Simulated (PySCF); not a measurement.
Al(H)2(NHMe), SMILES [NH](C)[AlH2] (PBE0/def2-SVP optimised geometry):

```
9

Al     0.612    -0.587     0.000
H      2.200    -0.587     0.000
H     -0.301    -1.887     0.000
N     -0.197     0.996     0.000
C     -1.607     1.307     0.000
H      0.377     1.835     0.000
H     -1.917     1.887    -0.889
H     -1.918     1.885     0.890
H     -2.200     0.379    -0.001
```

Computed with PBE0/def2-TZVP in PySCF.

What are the frontier orbital energies and the dipole moment?

HOMO-2 -9.24 eV, HOMO-1 -8.32 eV, HOMO -6.85 eV, LUMO -0.69 eV, LUMO+1 0.65 eV; dipole moment 1.19 D.

On the same geometry PBE/def2-TZVP (PySCF 2.14.0) gives HOMO-2 -7.85 eV, HOMO-1 -7.02 eV, HOMO -5.60 eV, LUMO -1.43 eV, LUMO+1 -0.15 eV; dipole moment 1.34 D.

Meta-Löwdin charges at PBE0/def2-TZVP: Al1 0.54, H2 -0.14, H3 -0.15, N4 -0.57, C5 -0.22, H6 0.23, H7 0.10, H8 0.10, H9 0.11.
